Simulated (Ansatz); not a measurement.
The cluster Li6H7⁻, relaxed as a quintet with UKS PBE0-D4/def2-TZVPD in Ansatz, starting from the PBE0-D4/def2-TZVPD geometry of the charge -1 singlet. Force threshold 0.02 eV/Å.

In the quintet, H10 and H11 lie 0.75 Å apart, H8 and H13 lie 0.81 Å apart (atoms count from 1), so H2 has formed as a molecule. At PBE0-D4/def2-TZVPD a singlet of charge -1 lies 3.96 eV below the quintet, each at its own geometry. The structure comes from a short search, and lower isomers may exist.

Start:

Cartesian coordinates in Å:
```
Li -1.766 0.360 0.389
Li -0.382 1.040 -1.592
Li 1.675 -0.447 -0.631
Li 0.849 1.399 0.620
Li 0.039 -0.491 1.687
Li -0.399 -1.845 -0.436
H 1.355 1.529 -1.186
H -0.095 -0.094 -0.240
H -2.138 1.037 -1.286
H -0.682 1.234 1.676
H 1.803 -0.088 1.228
H -1.383 -1.571 1.107
H 1.125 -2.062 -1.336
```

Estimate the energy that the relaxation releases and the steps that it takes.

404.8 kJ/mol, in 36 steps; 1.8 min on 4 threads of Arm Neoverse V2 on a shared host. The force fell under the threshold at step 33, but the optimiser went on. No frequencies were taken in this run, so the end may be a saddle point.

Does the start keep its bonding?

Bonds lost: Li1–H8, Li2–H8, Li3–H8, Li3–H13 (atoms count from 1). Bonds formed: Li1–H12, Li3–H7, Li4–H9 (atoms count from 1). Metal–metal contacts that move far: Li3–Li6 2.51 to 5.98 Å, Li3–Li5 2.84 to 5.94 Å, Li3–Li4 2.38 to 3.31 Å, Li4–Li5 2.32 to 3.22 Å.

Predict the relaxed structure.


```xyz
13

Li   -2.122    0.047    0.178
Li   -0.110    0.717   -1.604
Li    2.887    1.833   -1.387
Li    0.532    0.849    0.725
Li   -0.699   -2.079    1.279
Li   -1.514   -2.216   -1.307
H     1.470    1.012   -0.799
H     0.250   -1.994   -0.465
H    -1.010    1.338   -0.125
H     1.085    2.293    2.127
H     1.187    2.677    1.486
H    -2.108   -1.683    0.275
H     0.153   -2.796   -0.383
```
Bond lengths (bridged metal pairs left out): 9 × H–Li 1.73 to 1.84 Å.
